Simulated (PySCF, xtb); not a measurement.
B(H)(OAc)(OH) (C₂H₅BO₃), SMILES CC(=O)OBO.

GFN2-xTB run with xtb at its own geometry gives an orbital gap of 4.69 eV and a dipole moment of 4.30 D.

Geometry optimised at PBE0-D3(BJ)/def2-SVP. The structure was generated by enumeration, and PubChem lists no compound with its InChIKey, so it may never have been made. The values are those of a single conformer.

Task: What does ωB97X/def2-TZVP (PySCF) give? (The exact figures need the calculation; the answer reports its results.)

Result: gap 12.62 eV (levels -10.75 and 1.87 eV), dipole 3.47 D.
